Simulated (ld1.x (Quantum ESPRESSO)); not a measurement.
## Transferability test, ultrasoft potential for sulfur

```json
{"Element": "sulfur (S)", "Generator": "ld1.x (Quantum ESPRESSO) 7.5", "Type": "ultrasoft", "Functional": "PBEsol", "Relativity": "non-relativistic", "Frozen core": "[Ne]", "Valence charge": "6", "Reference configuration": "3s2 3p4", "Partial waves": "3s (bound): rcut 1.60, rcutus 1.70 bohr; 3s channel at 0.65 Ry: rcut 1.60, rcutus 1.70 bohr; 3p (bound): rcut 1.25, rcutus 1.50 bohr; 3p channel at -0.1 Ry: rcut 1.25, rcutus 1.50 bohr", "Local potential": "all-electron potential smoothed inside 1.40 bohr (lloc = -1)", "Core correction": "Bessel-smoothed model core, default radius (core density twice the valence density)", "Augmentation charge": "PSQ, radius 1.30 bohr"}
```

Energies are relative to the spin-unpolarised reference configuration 3s2 3p4; without spin polarisation the order of configurations can differ from experiment. The frozen-core shift is the all-electron ΔE with the core orbitals held at their reference shape minus the fully relaxed ΔE.

```
valence configuration  charge  ΔE all-electron (eV)  error AE − PS (meV)  frozen-core shift (meV)
              3s2 3p3      +1                11.747                 -0.2                     +1.0
              3s2 3p2      +2                34.000                 -0.4                     +8.5
              3s2 3p1      +3                68.008                 +1.2                      +37
              3s2 3p0      +4               114.769                  +11                     +111
            3s2 3p3.5    +0.5                 4.650                 -0.1                     +0.1
```

Question: What are ΔE and the potential's error for 3s2 3p4.3?

Answer: ΔE = -1.704 eV all-electron; the error (AE − PS) is 0.0 meV.

Question: What are ΔE and the potential's error for 3s1 3p5?

Answer: ΔE = 10.152 eV all-electron; the error (AE − PS) is +0.8 meV.

Levels in the configuration 3s2 3p1:

```
level  all-electron (eV)  pseudo (eV)
   3s            -52.010      -52.008
   3p            -40.238      -40.234
```
